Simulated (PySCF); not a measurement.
Compound: C₄H₁₁ClSi₂.
Numbering: `[Cl:1][CH2:2][Si@@H:3]1[CH2:4][CH2:5][CH2:6][SiH2:7]1`

Structure used (PBE0-D3(BJ)/def2-SVP), in Å, numbered top down from 1:
```
atom  x, y, z in Å
Cl1    1.837   -1.756   -1.436
C2     2.528   -0.514   -0.338
Si3    1.103    0.509    0.396
C4    -0.160   -0.619    1.268
C5    -1.588   -0.186    0.898
C6    -1.758    0.000   -0.618
Si7   -0.430    1.226   -1.221
H8     3.113   -1.038    0.432
H9     3.218    0.103   -0.931
H10    1.688    1.551    1.301
H11   -0.015   -0.652    2.359
H12    0.025   -1.639    0.887
H13   -1.828    0.763    1.411
H14   -2.317   -0.923    1.276
H15   -1.584   -0.960   -1.134
H16   -2.778    0.325   -0.875
H17   -0.045    1.056   -2.654
H18   -0.876    2.641   -1.011
```

NICS is the negative of the GIAO shielding at a point without a nucleus: at the ring centre (0) and 1 Å above and below it (1); zz is the component along the ring normal. Level: GIAO KT3/pcSseg-1 (PySCF, non-relativistic, gas phase) on the PBE0-D3(BJ)/def2-SVP geometry, one conformer.

Ring bond lengths (Å): Si3–C4 1.905, C4–C5 1.537, C5–C6 1.536, C6–Si7 1.905, Si7–Si3 2.341.

**Question.** Give the NICS values of each ring in ppm.

**Answer.** 
```json
{"ring": "Si3–C4–C5–C6–Si7", "type": "5-membered ring with 2 Si; formal bonds all single", "NICS(0)": "-4.2", "NICS(1), two faces": "-3.7 / -3.6", "NICS(1)zz, two faces": "-2.3 / -2.8", "rms pucker (Å)": "0.21", "centre to ring atoms, mean (Å)": "1.53"}
```

**Question.** What can be read from them?

**Answer.** 
- Si3–C4–C5–C6–Si7: mean NICS(1)zz -2.5 ppm, near zero. Si3, C4, C5, C6, Si7 have four or more neighbours, and the NICS criterion for π rings isn't applied.

**Question.** At the second NICS(1) probe listed for ring Si3–C4–C5–C6–Si7, 1 Å off the ring, how large is the induced field along the normal in 14.1 T applied along it?

**Answer.** NICSzz × B0 = -2.8 ppm × 14.1 T = -39 μT, against the applied field.

**Question.** Give the inner angles of the rings.

**Answer.** 
- Si3–C4–C5–C6–Si7: Si3 93.6°, C4 109.8°, C5 112.0°, C6 108.3°, Si7 92.3°; sum 516.0° against 540° for a flat convex ring.

**Question.** How do the values depend on the level or the medium?

**Answer.** 
```
             level  NICS(0), Si3–C4–C5–C6–Si7  mean NICS(1)zz, Si3–C4–C5–C6–Si7
 KT3/pcSseg-1, gas                       -4.2                              -2.5
PBE0/pcSseg-1, gas                       -4.4                              -2.5
```

The geometry is the same throughout.
